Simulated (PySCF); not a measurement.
## A small calculation by hand: oscillator strength and radiative lifetime

Bi(Br)(SiH3)2 (BiBrH₆Si₂), SMILES [SiH3][Bi]([SiH3])[Br].

Geometry optimised at B3LYP-D3(BJ)/def2-SVP. The def2 effective core potentials stand for the cores of Bi; spin–orbit coupling is left out.

TDDFT-PBE/def2-SVPD (PySCF 2.14.0) puts the first singlet state with f over 0.02 at 4.92 eV (vertical), with the transition dipole (0.000, 0.000, -0.831) in atomic units.

Q: Find the oscillator strength, the wavelength and the radiative lifetime that this transition would have in vacuum if emission retraced absorption.

A: 
|μ|² = 0.6906 au, so |μ| = 2.11 D. ΔE = 4.92/27.211 = 0.1808 hartree. f = (2/3) ΔE |μ|² = 0.083 (the program prints 0.083).
λ = 1239.84/4.92 = 252 nm; ν = 39682 cm⁻¹.
Einstein's coefficient A = 0.6670 ν² f s⁻¹ (ν in cm⁻¹) = 8.7e7 s⁻¹, so τ = 1/A = 11 ns. This state is S7; the lower singlets have f = 0.005, 0.003, 0.003, 0.000, 0.001, 0.015. The figure is the radiative limit of this one transition; relaxation, internal conversion, crossing to triplets and a medium change what is measured.
